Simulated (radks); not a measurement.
Excited configurations of Ni I: one electron is placed in a higher orbital outside [Ar] 3d9. The ground configuration is [Ar] 3d8 4s2. Method: Dirac Kohn-Sham, PBE, spin-unpolarised, spherical densities, finite nucleus; open shells are shared between the two j in proportion to 2j + 1; Fermi nuclear charge, rms radius 3.7757 fm; computed with a radial shooting solver on a logarithmic mesh with Libxc functionals. Excitation = E - E(ground); binding = E(ion) - E, where the ion is the core of charge +1; n* = 1/sqrt(2 binding) in atomic units, and the quantum defect is n - n*. Eigenvalue and <r> are those of j = l + 1/2.

| outer orbital | excitation (eV) | binding (eV) | n* | eigenvalue (eV) |
|---|---|---|---|---|
| 4s | -1.596 | 7.914 | 1.311 | -4.493 |
| 4p | 2.340 | 3.978 | 1.849 | -1.703 |
| 4f | 5.410 | 0.908 | 3.871 | -0.436 |
| 5s | 3.765 | 2.553 | 2.308 | -1.496 |
| 6p | 5.278 | 1.040 | 3.616 | -0.640 |
| 6d | 5.657 | 0.662 | 4.534 | -0.409 |
| 6f | 5.868 | 0.451 | 5.495 | -0.285 |

The Delta-SCF ionisation energy is 6.318 eV (NIST Atomic Spectra Database: 7.640 eV, measured). Self-interaction in the functional shifts the binding energies and quantum defects, so they are the method's values and not measured ones. Spin polarisation and multiplet splitting are left out, so open shells lie too high by an amount that depends on their filling. A negative excitation energy means that this level of theory puts the configuration below the NIST ground configuration.

Beside tabulated values, note that spin-unpolarised runs miss the spin-polarisation part of the exchange energy of open shells.
